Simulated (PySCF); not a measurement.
CH5FO2Si2.

```xyz
11

F      2.2345    -0.1996    -0.4809
Si     0.9947    -0.1990     0.5567
O      0.2345     1.2748     0.5634
C     -1.0280     1.3774    -0.1181
Si    -1.6025    -0.4260    -0.4996
O     -0.1954    -1.2131    -0.0011
H      1.5311    -0.5652     1.8731
H     -1.7341     1.9244     0.5283
H     -0.9034     1.9732    -1.0394
H     -2.7641    -0.8711     0.3163
H     -1.8744    -0.6728    -1.9401
```

The structure is a stationary point at B3LYP-D3(BJ)/def2-SVP. The structure was generated by enumeration; whether it is a known compound was not checked. One conformer was computed; it need not be the lowest.

Method: PBE0/pcSseg-1 (PySCF). Non-relativistic, no solvent.

Computed absolute GIAO shielding of each atom: isotropic value and principal components (ppm):
| atom | σ(iso) | σ11 | σ22 | σ33 | span |
|---|---|---|---|---|---|
| F1 | 302.2 | 241.3 | 269.6 | 395.6 | 154.2 |
| Si2 | 389.2 | 363.4 | 398.9 | 405.4 | 42.0 |
| O3 | 289.7 | 216.0 | 306.4 | 346.6 | 130.6 |
| C4 | 130.9 | 97.6 | 106.2 | 189.0 | 91.4 |
| Si5 | 360.1 | 323.0 | 339.5 | 417.7 | 94.7 |
| O6 | 268.1 | 198.5 | 292.1 | 313.6 | 115.2 |
| H7 | 26.7 | 23.0 | 23.5 | 33.6 | 10.7 |
| H8 | 27.4 | 23.4 | 25.2 | 33.7 | 10.3 |
| H9 | 27.3 | 23.1 | 25.1 | 33.7 | 10.6 |
| H10 | 26.3 | 23.2 | 23.7 | 32.0 | 8.8 |
| H11 | 26.2 | 23.2 | 23.9 | 31.6 | 8.3 |
